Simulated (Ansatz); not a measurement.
Isolated molecules relaxed with PBE0-D4/def2-TZVP in Ansatz; ΔE leaves out vibrations. CBS: MP2 limit from def2 TZ/QZ plus the TZ coupled-cluster correction, frozen cores. This one scheme is used for every species. DFT in def2-TZVPP. def2 core potentials past Kr. For Sn outer-core shells are correlated without core-valence functions, which leaves a few kJ/mol of doubt a bond. Each species was taken in one conformer, which may not be the lowest.

`C=C(F)[SiH2]N` + `[NH2][SnH3]` → `C=C(F)[NH][SnH3]` + `N[SiH3]`  (substitution at a C–Si bond)

```
           species  PBE energy (Eh)
   `C=C(F)[SiH2]N`       -523.59829
     `[NH2][SnH3]`       -271.97925
`C=C(F)[NH][SnH3]`       -448.50231
         `N[SiH3]`       -347.07124
```

Problem. Work out ΔE.

Solution. ΔE = (-448.50231) + (-347.07124) − (-523.59829) − (-271.97925) = 0.00399 Eh = +10.5 kJ/mol. CCSD(T)/CBS gives +17.3 kJ/mol.

Largest T1 diagnostic among the species: 0.013.

From PBE to PBE0 (25 % exact exchange), in def2-TZVPP and without D4, ΔE moves by −3.6 kJ/mol. In def2-TZVPP, CCSD(T) changes the Hartree–Fock value by +9.9 kJ/mol (the triples alone add +0.9 kJ/mol) and MP2 by +7.1 kJ/mol.
